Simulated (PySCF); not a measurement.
**Spectroscopy problems**

- geometry from GFN2-xTB
- PBE0/pcSseg-1 with gauge-including orbitals
- code: PySCF 2.14
- gas phase, one conformer, equivalent nuclei averaged, no relativistic terms

References, each an isolated molecule treated in the same way: ¹H (31.72 ppm), ¹³C (186.93 ppm) against TMS. Splittings of carbon signals by F and P are missing where no couplings were computed. Where no couplings were computed, multiplicities follow the n + 1 count of equivalent neighbours, and m marks all less simple cases (inequivalent or close neighbours, rings, F or P nearby). Shifts are as computed. Against solution values, carbons near 30 ppm lie about +3 ppm off and those near 130 ppm about +5 ppm. Of 1211 compounds with measured shifts, 218 miss one by over three times the rms of a fit or turn the order of signals round; such compounds aren't used in these exercises. OH and NH positions are gas-phase values without hydrogen bonding to other molecules.

Q: C$_{9}$H$_{16}$O. ¹H NMR (600 MHz, computed): δ 3.01 (m, 1H), 2.12 (m, 1H), 1.90 (m, 1H), 1.56 (m, 1H), 1.16 (m, 3H), 1.15 (m, 1H), 1.03 (m, 1H), 0.82 (m, 1H), 0.77 (m, 1H), 0.32 (m, 1H), 0.31 (m, 1H), 0.24 (m, 1H), 0.23 (m, 1H), -0.46 (br s, 1H). ¹³C{¹H} NMR (computed): δ 79.8, 46.3, 45.3, 40.2, 38.1, 21.2, 20.6, 14.5, 14.2. Give a structure.

A: `C1C2(C[C@@H](C)[C@H](O)C1)CC2`. The formula gives 2 degrees of unsaturation (2 rings in the answer). 9 carbon signals for 9 carbons: no two carbons are equivalent. Carbon types of the structure: 1 × C, 2 × CH, 5 × CH2, 1 × CH3, leaving 1 H on heteroatoms. δC 79.8: sp3 CH bonded to O; deshielded by the electronegative neighbour. δC 46.3, 40.2, 38.1: sp3 CH2 in a ring; saturated and bonded to C and H only. δC 20.6: methyl carbon; aliphatic region, no heteroatom directly attached. δH 1.16: hydrogen on a methyl carbon; far from electronegative atoms and π systems.

The shifts were computed for this structure.

Q: C$_{5}$H$_{3}$F$_{5}$O. ¹H NMR (600 MHz, computed): δ 5.63 (m, 1H), 5.17 (m, 1H), 4.93 (m, 1H). ¹³C{¹H} NMR (computed): δ 178.4 (C), 129.4 (C), 123.6 (C), 106.8 (CH), 74.9 (CH2). Give a structure.

A: `FC1=C[C@](F)(C(F)(F)F)OC1`. The formula gives 2 degrees of unsaturation (1 ring in the answer). 5 carbon signals for 5 carbons: no two carbons are equivalent. Carbon types of the structure: 3 × C, 1 × CH, 1 × CH2, which accounts for all hydrogens. δC 129.4: CF3 carbon; 3 electronegative neighbours deshield it. δC 123.6: allylic fully substituted sp3 carbon bonded to F and O; 2 electronegative neighbours deshield it. δC 106.8: alkene CH; the olefinic region. δC 74.9: allylic sp3 CH2 bonded to O; pulled downfield by the heteroatom.

The shifts were computed for this structure.

Q: C$_{8}$H$_{7}$F$_{3}$O. ¹H NMR (400 MHz, computed): δ 7.62 (m, 1H), 7.46 (d, 1H), 7.33 (d, 1H), 7.28 (s, 1H), 2.57 (s, 3H). ¹³C{¹H} NMR (computed): δ 158.3 (C), 146.5 (C), 135.4 (CH), 131.1 (CH), 130.1 (C), 124.0 (CH), 117.7 (CH), 23.9 (CH3). Give a structure.

A: `InChI=1S/C8H7F3O/c1-6-3-2-4-7(5-6)12-8(9,10)11/h2-5H,1H3`. The formula gives 4 degrees of unsaturation (1 ring in the answer). 8 carbon signals for 8 carbons: no two carbons are equivalent. Carbon types of the structure: 3 × C, 4 × CH, 1 × CH3, which accounts for all hydrogens. δC 158.3: aromatic carbon bearing oxygen; σ withdrawal by the attached heteroatom moves it downfield of the ring CH carbons. δC 146.5: substituted aromatic carbon. δC 135.4, 131.1, 124.0, 117.7: aromatic CH. δC 130.1: CF3 carbon; 4 electronegative neighbours deshield it.

The shifts were computed for this structure.
